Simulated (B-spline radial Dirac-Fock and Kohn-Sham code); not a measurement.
## K-line shifts caused by a second vacancy in Mo⁶⁺

System: the Mo⁶⁺ ion in the configuration [Ar] 3d10 4s2 4p6, inside a Watson sphere of charge -6 and radius 3 Å (a model of the Madelung potential; inside it an electron's potential energy is raised by 28.8 eV).

Level of theory: multi-electron Dirac-Fock with separately optimised hole states, Breit and Lamb-shift corrections added in first order; a B-spline atomic structure program. Each two-hole energy is an average over J within one jj subconfiguration, not an observable level; in light atoms, where LS coupling holds, the j-resolved values are not observed lines, and for a K spectator the Kα1 hypersatellite is nearly forbidden. Electron correlation is not included.

Lines without a spectator: Kα2 (K-L2) 17371.8 eV, Kα1 (K-L3) 17476.8 eV, Kβ3 (K-M2) 19586.5 eV, Kβ1 (K-M3) 19604.3 eV. Shifts in eV with one spectator hole (a dash: not computed, or left out as unreliable):

| spectator hole | Kα2 | Kα1 | Kβ3 | Kβ1 |
| --- | --- | --- | --- | --- |
| K (1s) | +467.1 | +477.3 | +592.9 | +595.0 |
| L2 (2p1/2) | +48.9 | +60.9 | – | +132.6 |
| L3 (2p3/2) | +50.7 | +50.0 | +121.6 | – |
| M2 (3p1/2) | – | +6.00 | +14.74 | +18.08 |
| M3 (3p3/2) | +4.75 | – | +16.02 | +15.45 |
| M4 (3d3/2) | +0.31 | -1.71 | – | – |
| M5 (3d5/2) | -2.00 | -0.59 | – | – |

With n spectator holes in 2p, averaged over the 2p shell (energies in eV):

| n | KαLⁿ | step | hypersatellite KαʰLⁿ |
| --- | --- | --- | --- |
| 0 | 17441.8 | – | 17915.6 |
| 1 | 17494.8 | +53.0 | 17970.1 |
| 2 | 17549.1 | +54.3 | 18025.7 |
| 3 | 17604.6 | +55.5 | 18082.6 |
| 4 | 17661.3 | +56.7 | 18140.7 |
| 5 | 17719.3 | +58.0 | 18200.1 |
